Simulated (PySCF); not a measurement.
A structure optimised at ωB97X-D3(BJ)/def2-SVP, used in a PySCF frequency run:

```
Si
O 1 1.6353
H 2 0.9634 1 118.45
N 1 1.7011 2 111.70 3 -64.59
C 4 1.2020 1 165.71 2 -158.04
O 5 1.1646 1 173.18 2 -157.17
Cl 1 2.0295 2 107.01 3 175.26
Cl 1 2.0428 2 111.01 3 55.57
```

### Question
Write its SMILES and formula.

### Answer
O=C=N[Si](O)(Cl)Cl, CHCl₂NO₂Si

### Question
What are its rotational constants (standard atomic weights)?

### Answer
1.7311, 1.0107, 0.83924 GHz
